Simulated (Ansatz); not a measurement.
Mulliken charges of `[F][In]([SH])[Br]` from ωB97M-V/def2-TZVPP in Ansatz (PBE0-D4/def2-TZVP geometry).

```json
{"atom": "F1", "x (Å)": "-2.140", "y (Å)": "1.166", "z (Å)": "0.290", "charge (e)": "-0.465"}
{"atom": "In2", "x (Å)": "-0.546", "y (Å)": "0.076", "z (Å)": "0.155", "charge (e)": "0.898"}
{"atom": "S3", "x (Å)": "1.361", "y (Å)": "1.034", "z (Å)": "-0.832", "charge (e)": "-0.286"}
{"atom": "Br4", "x (Å)": "-0.750", "y (Å)": "-2.183", "z (Å)": "1.050", "charge (e)": "-0.287"}
{"atom": "H5", "x (Å)": "2.075", "y (Å)": "-0.093", "z (Å)": "-0.664", "charge (e)": "0.140"}
```

**Question.** By hand: the dipole of these point charges (1 e Å = 4.8032 D).

**Answer.** Σ q r = (0.621, -0.156, -0.152) e Å, of length 0.658 e Å = 3.16 D.

**Question.** How does the dipole of the full density compare? (An estimate is asked.)

**Answer.** The calculation gave: (0.466, -0.144, -0.104) e Å, 2.40 D; the point charges give 1.32 times that, at 3° from its direction.

Point charges leave out the atoms' own dipoles, such as those of lone pairs, and Mulliken's split depends on the basis, so the two needn't agree.
